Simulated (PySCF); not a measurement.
Computed shifts of a molecule C₂H₃Cl₂FSi, PySCF with B3LYP/pcSseg-1, GIAO, gas phase, atoms alike by connectivity averaged where their shifts nearly agree, in ppm (number of nuclei): ¹³C: 154.7 (1), 141.7 (1). ²⁹Si: -12.7 (1). ¹⁹F: -167.6 (1). ¹H: 6.65 (2), 5.52 (1). References: ¹³C against TMS (σ = 181.3 ppm); ³⁵Cl against HCl (σ = 933.3 ppm); ²⁹Si against TMS (σ = 338.7 ppm); ¹⁹F against CFCl3 (σ = 161.7 ppm); ¹H against TMS (σ = 31.68 ppm), references at their B3LYP-D3(BJ)/def2-TZVP geometries, non-relativistic (without spin–orbit terms, shifts of atoms bonded to Cl or Br come out too high). Geometry optimised at B3LYP-D3(BJ)/def2-SVP. One conformer was computed; it need not be the lowest.

### Question
Identify the compound among the candidates.
A. C=C[Si](F)(Cl)Cl
B. FC([SiH3])=C(Cl)Cl
C. C=C(Cl)[Si@@H](F)Cl
D. F/C(=C/Cl)[SiH2]Cl

### Answer
C, C=C(Cl)[Si@@H](F)Cl
